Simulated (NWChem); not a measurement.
Species: BNH3OCl; SMILES NB(O)Cl

```xyz
7

B     -0.0256     0.4584     0.0000
Cl    -0.0350    -1.3354     0.0000
O     -1.2005     1.1404     0.0000
H     -1.9648     0.5580     0.0000
N      1.1974     1.1325     0.0000
H      1.2439     2.1422     0.0000
H      2.0877     0.6588     0.0000
```
Atoms are numbered in this order, from 1.

Level: PBE0/def2-SVP (NWChem), optimised geometry, unscaled harmonic frequencies. 

```tsv
frequency (cm⁻¹)	IR intensity (km/mol)
320	3.5
373	14.7
393	59.0
433	197.6
550	82.0
586	14.4
631	27.9
901	10.6
997	100.4
1261	423.5
1459	110.4
1602	308.4
3657	61.7
3775	57.5
3941	112.2
```

```
Quantity                                                                           Result
-----------------------------------------------------------------------  ----------------
zero-point energy                                                           29.8 kcal/mol
thermal correction to the enthalpy at 298.15 K (with zero-point energy)     33.4 kcal/mol
heat capacity Cv                                                         16.4 cal/(mol K)
entropy at 298.15 K and 1 atm (symmetry number 1)                        70.2 cal/(mol K)
dipole moment                                                                      1.17 D
```

Rigid rotor and harmonic oscillator.
